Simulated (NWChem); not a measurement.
System: CH3Cl2Ga; SMILES [CH3][Ga]([Cl])[Cl]

Input file for NWChem:

```
start job
memory heap 200 mb stack 900 mb global 1100 mb
geometry units angstroms noautoz
  Ga     0.315848    -0.001162     0.004260
  Cl    -0.870267    -1.817255    -0.004134
  Cl    -0.872460     1.813678    -0.004065
  C      2.278673     0.006079     0.002719
  H      2.640895     0.822231     0.632653
  H      2.625075     0.166698    -1.022977
  H      2.653242    -0.952986     0.366895
end
basis spherical
  * library def2-svp
end
dft
  xc m06-2x
  grid xcoarse
  iterations 150
  mulliken
end
task dft gradient
```

Excerpt of the output:

```
             Northwest Computational Chemistry Package (NWChem) 7.3.0
             --------------------------------------------------------

 C1  symmetry detected

                             Geometry "geometry" -> ""
                             -------------------------

 Output coordinates in angstroms (scale by  1.889725989 to convert to a.u.)

  No.       Tag          Charge          X              Y              Z
 ---- ---------------- ---------- -------------- -------------- --------------
    1 Ga                  31.0000     0.29212775    -0.00020927     0.00368014
    2 Cl                  17.0000    -0.89013119    -1.81882678    -0.00153349
    3 Cl                  17.0000    -0.90006424     1.81209330    -0.00152593
    4 C                    6.0000     2.25492186     0.01121582    -0.00306826
    5 H                    1.0000     2.61707308     0.82815334     0.62588745
    6 H                    1.0000     2.59825838     0.17254808    -1.02968261
    7 H                    1.0000     2.63249930    -0.94703973     0.36013051

 Effective nuclear repulsion energy (a.u.)     421.3781103516

                                 NWChem DFT Module
                                 -----------------

 Summary of "ao basis" -> "ao basis" (spherical)
 ------------------------------------------------------------------------------
       Tag                 Description            Shells   Functions and Types
 ---------------- ------------------------------  ------  ---------------------
 Ga                         def2-svp                12       32   5s4p3d
 Cl                         def2-svp                 8       18   4s3p1d
 C                          def2-svp                 6       14   3s2p1d
 H                          def2-svp                 3        5   2s1p

            General Information
            -------------------
          SCF calculation type: DFT
          Wavefunction type:  closed shell.
          No. of atoms     :     7
          No. of electrons :    74
           Alpha electrons :    37
            Beta electrons :    37
          Charge           :     0
          Spin multiplicity:     1
          Use of symmetry is: off; symmetry adaption is: off
          Maximum number of iterations: 150
          AO basis - number of functions:    97
                     number of shells:    43
          Convergence on energy requested:  1.00D-06
          Convergence on density requested:  1.00D-05
          Convergence on gradient requested:  5.00D-04

              XC Information
              --------------
                       M06-2X Method XC Functional
                     Hartree-Fock (Exact) Exchange  0.540
                        M06-2X Exchange Functional  1.000
                      M06-2X Correlation Potential  1.000

             Grid Information
             ----------------
          Grid used for XC integration:  xcoarse
          Radial quadrature: Mura-Knowles
          Angular quadrature: Lebedev.
          Tag              B.-S. Rad. Rad. Pts. Rad. Cut. Ang. Pts.
          ---              ---------- --------- --------- ---------
          Ga                  1.30       75           8.0       194
          Cl                  1.00       42          11.0       194
          C                   0.70       21           8.0       194
          H                   0.35       21          10.0       194
          Grid pruning is: on
          Number of quadrature shells:   243
          Spatial weights used:  Erf1

      Superposition of Atomic Density Guess
      -------------------------------------

 Sum of atomic energies:       -2880.74554701

      Non-variational initial energy
      ------------------------------

 Total energy =   -2881.806421
 1-e energy   =   -4847.120972
 2-e energy   =    1543.936441
 HOMO         =      -0.372744
 LUMO         =      -0.004425

     ---------------------------------------------
      Total Density - Mulliken Population Analysis
     ---------------------------------------------

    Atom       Charge   Shell Charges
 -----------   ------   -------------------------------------------------------
    1 Ga  31    29.81   2.00  2.00  2.00  0.85  0.11  6.00  5.98  0.51  0.25  8.10  1.83  0.19
    2 Cl  17    17.51   2.00  1.99  1.23  0.72  5.94  2.18  3.44  0.01
    3 Cl  17    17.51   2.00  1.99  1.23  0.72  5.94  2.18  3.44  0.01
    4 C    6     6.57   1.99  0.95  0.29  2.08  1.26  0.01
    5 H    1     0.87   0.66  0.18  0.03
    6 H    1     0.86   0.65  0.18  0.03
    7 H    1     0.87   0.66  0.18  0.03

   convergence    iter        energy       DeltaE   RMS-Dens  Diis-err
 ---------------- ----- ----------------- --------- --------- ---------
 d= 0,ls=0.0,diis     1  -2884.6422631984 -3.31D+03  9.36D-03  3.13D-01
 d= 0,ls=0.0,diis     2  -2884.6626170044 -2.04D-02  4.67D-03  1.83D-01
 d= 0,ls=0.0,diis     3  -2884.6878929859 -2.53D-02  5.77D-04  1.02D-02
 d= 0,ls=0.0,diis     4  -2884.6887189325 -8.26D-04  1.58D-04  1.14D-03
 d= 0,ls=0.0,diis     5  -2884.6888016146 -8.27D-05  4.46D-05  1.08D-05
  Resetting Diis
 d= 0,ls=0.0,diis     6  -2884.6888030752 -1.46D-06  9.29D-06  7.51D-07
 d= 0,ls=0.0,diis     7  -2884.6888031712 -9.61D-08  2.83D-06  4.10D-08

         Total DFT energy =    -2884.688803171211
      One electron energy =    -4848.228669857152
           Coulomb energy =     1680.390285705390
    Exchange-Corr. energy =     -138.228529371049
 Nuclear repulsion energy =      421.378110351599

 Numeric. integr. density =       73.999740862611

                       DFT Final Molecular Orbital Analysis
                       ------------------------------------

 Vector   35  Occ=2.000000D+00  E=-3.778737D-01
              MO Center= -8.6D-01,  1.2D-02, -1.7D-03, r^2= 4.3D+00
   Bfn.  Coefficient  Atom+Function         Bfn.  Coefficient  Atom+Function
  ----- ------------  ---------------      ----- ------------  ---------------
    63     -0.463853  3 Cl pz                45      0.459800  2 Cl pz
    60     -0.333105  3 Cl pz                42      0.330230  2 Cl pz
    57     -0.193163  3 Cl pz                39      0.191488  2 Cl pz
    29     -0.059928  1 Ga d -1              19      0.055753  1 Ga d -1

 Vector   36  Occ=2.000000D+00  E=-3.704723D-01
              MO Center= -8.5D-01, -1.3D-02, -1.0D-03, r^2= 4.5D+00
   Bfn.  Coefficient  Atom+Function         Bfn.  Coefficient  Atom+Function
  ----- ------------  ---------------      ----- ------------  ---------------
    62     -0.343852  3 Cl py                44     -0.341624  2 Cl py
    43      0.313637  2 Cl px                61     -0.307151  3 Cl px
    59     -0.253285  3 Cl py                41     -0.251785  2 Cl py
    40      0.228617  2 Cl px                58     -0.224108  3 Cl px
    56     -0.146135  3 Cl py                38     -0.145257  2 Cl py

 Vector   37  Occ=2.000000D+00  E=-3.645180D-01
              MO Center=  2.4D-01,  1.3D-02,  1.6D-04, r^2= 5.0D+00
   Bfn.  Coefficient  Atom+Function         Bfn.  Coefficient  Atom+Function
  ----- ------------  ---------------      ----- ------------  ---------------
    61      0.356821  3 Cl px                43      0.353452  2 Cl px
    72      0.313222  4 C  px                58      0.264708  3 Cl px
    40      0.261819  2 Cl px                75      0.227521  4 C  px
    12     -0.169920  1 Ga px                55      0.152329  3 Cl px
    37      0.150676  2 Cl px                71     -0.143205  4 C  s

 Vector   38  Occ=0.000000D+00  E=-2.051304D-02
              MO Center=  2.3D-01, -7.8D-03,  7.9D-02, r^2= 4.0D+00
   Bfn.  Coefficient  Atom+Function         Bfn.  Coefficient  Atom+Function
  ----- ------------  ---------------      ----- ------------  ---------------
    17      0.756359  1 Ga pz                14      0.438420  1 Ga pz
    45     -0.274229  2 Cl pz                63     -0.272194  3 Cl pz
    11     -0.218148  1 Ga pz                89      0.190736  6 H  s
    42     -0.134206  2 Cl pz                60     -0.132993  3 Cl pz
    84     -0.124431  5 H  s                 88      0.112753  6 H  s

 Vector   39  Occ=0.000000D+00  E= 4.292011D-03
              MO Center=  3.4D-01,  3.0D-03, -9.4D-02, r^2= 4.8D+00
   Bfn.  Coefficient  Atom+Function         Bfn.  Coefficient  Atom+Function
  ----- ------------  ---------------      ----- ------------  ---------------
     5      1.141752  1 Ga s                 71     -0.826463  4 C  s
     4      0.384739  1 Ga s                 44     -0.310925  2 Cl py
    62      0.306007  3 Cl py                36     -0.300937  2 Cl s
    75      0.295778  4 C  px                54     -0.293260  3 Cl s
     3     -0.269655  1 Ga s                 89      0.230663  6 H  s

 Vector   40  Occ=0.000000D+00  E= 9.023936D-02
              MO Center=  1.5D+00,  8.2D-02, -9.1D-03, r^2= 6.4D+00
   Bfn.  Coefficient  Atom+Function         Bfn.  Coefficient  Atom+Function
  ----- ------------  ---------------      ----- ------------  ---------------
    71      2.152882  4 C  s                 15     -0.861098  1 Ga px
     4      0.840452  1 Ga s                  5     -0.829233  1 Ga s
    94     -0.691319  7 H  s                 89     -0.675290  6 H  s
    84     -0.654124  5 H  s                 44     -0.256196  2 Cl py
     3     -0.240026  1 Ga s                 62      0.232688  3 Cl py

     ---------------------------------------------
      Total Density - Mulliken Population Analysis
     ---------------------------------------------

    Atom       Charge   Shell Charges
 -----------   ------   -------------------------------------------------------
    1 Ga  31    30.31   2.00  2.00  1.99  0.92  0.02  6.00  5.98  0.80  0.37  8.10  1.82  0.31
    2 Cl  17    17.29   2.00  1.99  1.23  0.73  5.94  2.12  3.28  0.01
    3 Cl  17    17.29   2.00  1.99  1.23  0.73  5.94  2.12  3.28  0.01
    4 C    6     6.40   1.99  0.87  0.30  2.10  1.13  0.02
    5 H    1     0.90   0.72  0.16  0.02
    6 H    1     0.90   0.72  0.16  0.02
    7 H    1     0.90   0.72  0.15  0.02

     -------------------------------------------
      Total Density - Lowdin Population Analysis
     -------------------------------------------

    Atom       Charge   Shell Charges
 -----------   ------   -------------------------------------------------------
    1 Ga  31    30.93   2.00  2.00  1.93  0.67  0.28  5.99  5.83  0.97  0.69  7.84  2.01  0.72
    2 Cl  17    17.00   2.00  1.96  1.02  0.78  5.83  2.23  3.17  0.01
    3 Cl  17    17.00   2.00  1.96  1.02  0.78  5.83  2.23  3.17  0.01
    4 C    6     6.25   1.97  0.57  0.34  1.87  1.47  0.04
    5 H    1     0.94   0.62  0.25  0.07
    6 H    1     0.94   0.62  0.25  0.07
    7 H    1     0.94   0.62  0.25  0.07

     Multipole analysis of the density
     ---------------------------------

     L   x y z        total         alpha         beta         nuclear
     -   - - -        -----         -----         ----         -------
     0   0 0 0     -0.000000    -37.000000    -37.000000     74.000000

     1   1 0 0      1.146915      0.573457      0.573457     -0.000000
     1   0 1 0      0.005928      0.002964      0.002964     -0.000000
     1   0 0 1     -0.003990     -0.001995     -0.001995      0.000000

     2   2 0 0    -35.710190   -162.349712   -162.349712    288.989235
     2   1 1 0      0.035273     -0.104369     -0.104369      0.244010
     2   1 0 1     -0.045905      0.068067      0.068067     -0.182040
     2   0 2 0    -40.032920   -222.985170   -222.985170    405.937420
     2   0 1 1     -0.000069      0.000357      0.000357     -0.000782
     2   0 0 2    -33.686565    -19.668407    -19.668407      5.650250

            General Information
            -------------------
          SCF calculation type: DFT
          Wavefunction type:  closed shell.
          No. of atoms     :     7
          No. of electrons :    74
           Alpha electrons :    37
            Beta electrons :    37
          Charge           :     0
          Spin multiplicity:     1
          Use of symmetry is: off; symmetry adaption is: off
          Maximum number of iterations: 150
          AO basis - number of functions:    97
                     number of shells:    43
          Convergence on energy requested:  1.00D-06
          Convergence on density requested:  1.00D-05
          Convergence on gradient requested:  5.00D-04

              XC Information
              --------------
                       M06-2X Method XC Functional
                     Hartree-Fock (Exact) Exchange  0.540
                        M06-2X Exchange Functional  1.000
                      M06-2X Correlation Potential  1.000

             Grid Information
             ----------------
          Grid used for XC integration:  xcoarse
          Radial quadrature: Mura-Knowles
          Angular quadrature: Lebedev.
          Tag              B.-S. Rad. Rad. Pts. Rad. Cut. Ang. Pts.
          ---              ---------- --------- --------- ---------
          Ga                  1.30       75           8.0       194
          Cl                  1.00       42          11.0       194
          C                   0.70       21           8.0       194
          H                   0.35       21          10.0       194
          Grid pruning is: on
          Number of quadrature shells:   243
          Spatial weights used:  Erf1

          Convergence Information
          -----------------------
          Convergence aids based upon iterative change in
          total energy or number of iterations.
          Levelshifting, if invoked, occurs when the
          HOMO/LUMO gap drops below (HL_TOL):  1.00D-02
          DIIS, if invoked, will attempt to extrapolate
          using up to (NFOCK): 10 stored Fock matrices.

                    Damping( 0%)  Levelshifting(0.5)       DIIS
                  --------------- ------------------- ---------------
          dE  on:    start            ASAP                start
          dE off:    2 iters        150 iters           150 iters

                            NWChem DFT Gradient Module
                            --------------------------

  charge          =   0.00
  wavefunction    = closed shell

                         DFT ENERGY GRADIENTS

    atom               coordinates                        gradient
                 x          y          z           x          y          z
   1 Ga      0.552041  -0.000395   0.006954    0.002387  -0.000082   0.000219
   2 Cl     -1.682104  -3.437084  -0.002898   -0.002040  -0.003068  -0.000020
   3 Cl     -1.700875   3.424360  -0.002884   -0.001971   0.003011  -0.000046
   4 C       4.261184   0.021195  -0.005798    0.006870   0.000156  -0.000567
   5 H       4.945551   1.564983   1.182756   -0.001850  -0.001623  -0.001005
   6 H       4.909996   0.326069  -1.945818   -0.001619  -0.000279   0.001807
   7 H       4.974702  -1.789646   0.680548   -0.001777   0.001886  -0.000388
```

Level: M06-2X/def2-SVP. All runs use the structure optimised with B3LYP/6-31G* (spherical d).
